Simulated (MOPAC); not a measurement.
MOPAC input (AM1):

```
AM1 1SCF UHF MS=0.5 GEO-OK AUX(PRECISION=9) THREADS=1
C2H8ClSi2

C    -0.07353600 1   -2.30902200 1    0.43568000 1
Si    0.68115300 1   -0.98115600 1   -0.66123000 1
C     2.31470600 1   -0.37499400 1    0.03506000 1
Si   -0.77124600 1    0.85946200 1   -0.82481900 1
Cl   -1.07060900 1    1.60260300 1    1.10841200 1
H     0.61424400 1   -3.15182100 1    0.54178000 1
H    -0.27944900 1   -1.90864400 1    1.42985100 1
H    -1.00988800 1   -2.68340100 1    0.01991600 1
H     0.86763700 1   -1.50318800 1   -2.04121400 1
H     2.77784000 1    0.36097600 1   -0.62361400 1
H     2.16304200 1    0.09196600 1    1.01008700 1
H     3.01163200 1   -1.20642100 1    0.16148300 1
H    -2.13042000 1    0.56409300 1   -1.36103200 1
```

From the output:

```
                                                       MOPAC v23.2.5 Linux

          FINAL HEAT OF FORMATION =        -35.25657 KCAL/MOL =    -147.51350 KJ/MOL

          COSMO AREA              =        160.72 SQUARE ANGSTROMS
          COSMO VOLUME            =        165.84 CUBIC ANGSTROMS

          IONIZATION POTENTIAL    =          9.191149 EV
          ALPHA SOMO LUMO (EV)    =         -9.191 -1.223
          BETA  SOMO LUMO (EV)    =        -10.058 -1.399
          NO. OF ALPHA ELECTRONS  =         16
          NO. OF BETA  ELECTRONS  =         15
          MOLECULAR WEIGHT        =        123.7092         POINT GROUP:  C1

          MOLECULAR DIMENSIONS (Angstroms)

            Atom       Atom       Distance
            H    13    H    12     5.64743
            H     9   Cl     5     4.44446
            H    10    H     8     4.19889

          SCF CALCULATIONS        =          1

   ATOM   CHEMICAL          X               Y               Z
  NUMBER   SYMBOL      (ANGSTROMS)     (ANGSTROMS)     (ANGSTROMS)

     1       C         -0.07353600  *  -2.30902200  *   0.43568000  *
     2      Si          0.68115300  *  -0.98115600  *  -0.66123000  *
     3       C          2.31470600  *  -0.37499400  *   0.03506000  *
     4      Si         -0.77124600  *   0.85946200  *  -0.82481900  *
     5      Cl         -1.07060900  *   1.60260300  *   1.10841200  *
     6       H          0.61424400  *  -3.15182100  *   0.54178000  *
     7       H         -0.27944900  *  -1.90864400  *   1.42985100  *
     8       H         -1.00988800  *  -2.68340100  *   0.01991600  *
     9       H          0.86763700  *  -1.50318800  *  -2.04121400  *
    10       H          2.77784000  *   0.36097600  *  -0.62361400  *
    11       H          2.16304200  *   0.09196600  *   1.01008700  *
    12       H          3.01163200  *  -1.20642100  *   0.16148300  *
    13       H         -2.13042000  *   0.56409300  *  -1.36103200  *

                             CARTESIAN COORDINATES

   1    C       -0.073536000    -2.309022000     0.435680000
   2   Si        0.681153000    -0.981156000    -0.661230000
   3    C        2.314706000    -0.374994000     0.035060000
   4   Si       -0.771246000     0.859462000    -0.824819000
   5   Cl       -1.070609000     1.602603000     1.108412000
   6    H        0.614244000    -3.151821000     0.541780000
   7    H       -0.279449000    -1.908644000     1.429851000
   8    H       -1.009888000    -2.683401000     0.019916000
   9    H        0.867637000    -1.503188000    -2.041214000
  10    H        2.777840000     0.360976000    -0.623614000
  11    H        2.163042000     0.091966000     1.010087000
  12    H        3.011632000    -1.206421000     0.161483000
  13    H       -2.130420000     0.564093000    -1.361032000

           Empirical Formula: C2 H8 Si2 Cl  =    13 atoms

      MOLECULAR POINT GROUP   :   C1

          ALPHA EIGENVALUES
 -36.74442 -29.40539 -28.79714 -16.22608 -15.11800 -14.53744 -14.25846 -13.89594
 -13.64415 -13.48327 -12.93455 -12.42048 -11.70081 -11.60234 -10.43258  -9.19115
  -1.22286  -0.60496   1.18633   1.32879   1.37929   2.01471   4.36356   4.37968
   4.40533   4.42350   5.16312   5.21926

           BETA EIGENVALUES
 -36.71591 -29.38470 -28.77704 -15.92207 -15.12639 -14.50250 -14.25568 -13.83750
 -13.61586 -13.45620 -12.62835 -12.06848 -11.66308 -11.58492 -10.05806  -1.39920
  -0.88168  -0.06416   1.22246   1.30162   1.58714   1.96577   4.37220   4.38611
   4.40935   4.42667   5.16830   5.22204

              NET ATOMIC CHARGES AND DIPOLE CONTRIBUTIONS

  ATOM NO.   TYPE          CHARGE      No. of ELECS.   s-Pop       p-Pop
    1          C          -0.473310        4.4733     1.25261     3.22070
    2         Si           0.632543        3.3675     0.87021     2.49725
    3          C          -0.473916        4.4739     1.25213     3.22179
    4         Si           0.290845        3.7092     1.01128     2.69788
    5         Cl          -0.259439        7.2594     1.98033     5.27911
    6          H           0.094739        0.9053     0.90526
    7          H           0.092186        0.9078     0.90781
    8          H           0.088658        0.9113     0.91134
    9          H          -0.148760        1.1488     1.14876
   10          H           0.089083        0.9109     0.91092
   11          H           0.092262        0.9077     0.90774
   12          H           0.093382        0.9066     0.90662
   13          H          -0.118274        1.1183     1.11827
 DIPOLE           X         Y         Z       TOTAL
 POINT-CHG.     1.038    -0.689    -2.240     2.563
 HYBRID        -0.298    -0.304     1.128     1.206
 SUM            0.740    -0.993    -1.112     1.664

          ATOMIC ORBITAL ELECTRON POPULATIONS

     Atom    s        px        py        pz
    1  C   1.25261   1.06003   1.08418   1.07650
    2 Si   0.87021   0.82157   0.84833   0.82734
    3  C   1.25213   1.10213   1.05727   1.06239
    4 Si   1.01128   0.97076   0.97235   0.75476
    5 Cl   1.98033   1.95957   1.87326   1.44629
    6  H   0.90526
    7  H   0.90781
    8  H   0.91134
    9  H   1.14876
   10  H   0.91092
   11  H   0.90774
   12  H   0.90662
   13  H   1.11827

                    (SZ)    =    0.500000
                    (S**2)  =    0.790275

          ATOMIC ORBITAL SPIN POPULATIONS

    Atom   Total    s     px     py     pz
         Atomic
    1  C  0.0241  0.004  0.003  0.010  0.007
    2 Si -0.1880 -0.037 -0.056 -0.083 -0.013
    3  C  0.0132  0.002  0.007  0.002  0.002
    4 Si  1.2190  0.279  0.219  0.472  0.250
    5 Cl  0.0086  0.001  0.011  0.030 -0.033
    6  H -0.0034 -0.003
    7  H -0.0017 -0.002
    8  H -0.0015 -0.002
    9  H  0.0109  0.011
   10  H -0.0010 -0.001
   11  H -0.0011 -0.001
   12  H -0.0046 -0.005
   13  H -0.0744 -0.074

 **********************
 *                    *
 * JOB ENDED NORMALLY *
 *                    *
 **********************

 == MOPAC DONE ==
```

The geometry given is a B3LYP-D3(BJ)/def2-TZVP minimum.
